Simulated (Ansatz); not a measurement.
Ansatz (a program for electronic structure) input (HF/aug-cc-pV(Q+d)Z):
A basis named .json is the Basis Set Exchange file of that set.

Ansatz 0.2 input:
```yaml
crystal:
  periodic: [false, false, false]
  atoms:
    - {symbol: Si, position_ang: [-0.00120168, -0.00809175, -0.00297697]}
    - {symbol: F, position_ang: [0.35032509, -0.58843982, -1.44903971]}
    - {symbol: F, position_ang: [-0.62478556, -1.25968947, 0.76911027]}
    - {symbol: N, position_ang: [-1.19634253, 1.18144038, 0.05966600]}
    - {symbol: N, position_ang: [1.45956514, 0.59101675, 0.59242354]}
    - {symbol: H, position_ang: [-2.17303021, 0.94718135, 0.12433440]}
    - {symbol: H, position_ang: [-1.04274617, 2.10722945, -0.30293993]}
    - {symbol: H, position_ang: [1.51516499, 1.07388824, 1.47327772]}
    - {symbol: H, position_ang: [2.34502091, 0.21094924, 0.30174352]}
basis:
  gaussian:
    orbitals: aug-cc-pV_Q+d_Z.json
hamiltonian:
  xc: hf
```

Output:

```
Functional definition: HF
integrals: 1.17 GiB planned
1867 factors; their error is unknown
mean field: 6.92 GiB planned
mean field evaluation 1: about -16306.7437 eV, gradient 5.4e1 eV
mean field evaluation 2: about -16310.4685 eV, gradient 2.9e1 eV
mean field evaluation 4: about -16311.7468 eV, gradient 6.0e-1 eV
mean field evaluation 8: about -16311.8044 eV, gradient 3.8e-1 eV
mean field -16311.80451388 eV, -599.4477593471 hartree, gradient 8.1e-6 eV, S^2 0.000000; 0 other end points of the search recorded, 0 dependent functions left out
reference -16311.80451388 eV, -599.4477593471 hartree; 25, 25 occupied and 568, 568 virtual orbitals, 1867 factors
Total energy: -16311.80451388 eV, -599.4477593471 hartree
```
